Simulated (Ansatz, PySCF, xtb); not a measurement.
Pair of molecules: H2O (SMILES O) (first 3 atoms) with CHN (SMILES C#N); geometry from B3LYP-D3(BJ)/def2-TZVP, rigid monomers moved along the line of their centres of mass till H3···N5 is 1.90 Å.
(charge 0, multiplicity 1):
```tsv
atom	x (Å)	y (Å)	z (Å)
O	-0.1430	0.0652	-0.6573
H	0.7913	-0.0607	-0.8478
H	-0.2007	0.0722	0.3079
C	-0.2726	0.0785	3.3437
N	-0.1324	0.0609	2.2080
H	-0.4043	0.0950	4.4025
```

Counterpoise-corrected where a basis set is named; no monomer relaxation. Rows marked so take none.

Rows in 6-31G* carry no dispersion term and start afresh at each structure (6-31G* with six Cartesian d functions).

Run with Ansatz (a quantum-chemistry and plane-wave program); PySCF for 6-31G* rows, the dispersion terms; xtb for the GFN methods. 

Question: One of these levels gives -15.8 kJ/mol for the interaction energy. Which?
(A) B3LYP/def2-TZVPPD
(B) PBE-D4/def2-TZVPPD
(C) BP86/6-31G* (no counterpoise)
(D) GFN-FF

Answer: B, PBE-D4/def2-TZVPPD. The others give -21.3 (GFN-FF), -13.4 (BP86/6-31G* (no counterpoise)), -11.4 (B3LYP/def2-TZVPPD)
